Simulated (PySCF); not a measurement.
Q: What does the GFN2-xTB structure of InChI=1S/C9H6N/c1-2-4-9-7-10-6-5-8(9)3-1/h1-3,5-7H look like in three dimensions? (Doublet state.)

A: 
```
atom  x, y, z in Å
C1    -0.8588    1.6659    0.3782
C2    -2.1266    1.2646    0.1652
C3    -2.3345   -0.0840   -0.2137
C4    -1.2764   -0.9358   -0.3565
C5     0.0458   -0.5006   -0.1319
C6     1.1865   -1.3167   -0.2609
C7     2.4261   -0.7891   -0.0174
N8     2.6296    0.4859    0.3467
C9     1.5982    1.2686    0.4749
C10    0.2612    0.8624    0.2543
H11   -2.9726    1.9261    0.2726
H12   -3.3447   -0.4254   -0.3875
H13   -1.4390   -1.9645   -0.6461
H14    1.0706   -2.3506   -0.5513
H15    3.3230   -1.3873   -0.1080
H16    1.8039    2.2895    0.7701
```

Orientation and origin are arbitrary. Atoms count from 1 in this order. C1 (carbon bonded to 2 C) is bent (angle 125.1°). C4 (carbon bonded to 2 C and H) is planar (angles 121.2°, 120.3° and 118.5°, sum 360.0°, 0.00 Å off the plane of its three neighbours). The 6-membered ring C5–C6–C7–N8–C9–C10 has internal angles of 117.0° to 124.1° (sum 720°, against 720° for a flat polygon); it is planar, 0.00 Å rms from its mean plane, widest ring torsion 0°. The 10 heavy atoms lie in one plane (0.001 Å rms).

Bonds between heavy atoms (Å): C1–C2 1.347, C2–C3 1.416, C3–C4 1.366, C4–C5 1.410, C5–C6 1.408, C6–C7 1.369, C7–N8 1.342, N8–C9 1.301, C9–C10 1.415, C1–C10 1.384, C5–C10 1.433.

The geometry is computed with GFN2-xTB (gas phase). This method treats the open shell by occupation alone, without spin polarisation.

Point group: Cs (every atom within 0.08 Å of its image). No GFN2-xTB frequencies stand behind this structure, so it isn't proved a minimum.
